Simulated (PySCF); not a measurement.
A GIAO shielding run with PySCF 2.14.0 with density-fitted response routines (density fitting, non-relativistic, gas phase) on `CCC1=C[P@]1(=S)C(F)(F)F`, C$_{5}$H$_{6}$F$_{3}$PS:

```
$ OMP_NUM_THREADS=1 python probes_run.py task.json out

{"job": {"kind": "nmr", "xc": "PBE0", "basis": "pcSseg-1"}, "charge": 0, "multiplicity": 1}
C     -2.558477    -0.486204     0.123289
C     -1.161595    -0.742596     0.665187
C     -0.151801     0.222251     0.186792
C      0.013794     1.290269    -0.599872
P      1.477231     0.910335     0.298516
S      2.411253     1.816961     1.716484
C      2.595720    -0.114049    -0.826178
F      3.392948    -0.895632    -0.109200
F      3.350509     0.670519    -1.588531
F      1.865633    -0.891261    -1.629406
H     -3.267289    -1.236791     0.501333
H     -2.923615     0.507115     0.424678
H     -2.572464    -0.532721    -0.976154
H     -0.805742    -1.752787     0.397014
H     -1.145381    -0.717263     1.768492
H     -0.540901     1.955999    -1.263923
```

Hardware: 1 thread of an Arm Neoverse V2, shared host. The job also computes population analyses, field gradients, ring-centre shieldings.

Task: How large is the calculation?

Result: 94 electrons, 214 basis functions and 1156 auxiliary functions.

Task: How long does it take, and how much memory does it need?

Result: 49 s of wall time, with 14 SCF cycles and 5 response iterations; peak memory 0.95 GiB. Times on a shared host scatter by some tens of per cent.

Task: And these other runs on the same molecule and hardware: GIAO shielding at KT3/pcSseg-1?

Result: KT3/pcSseg-1: 214 functions, 45 s.
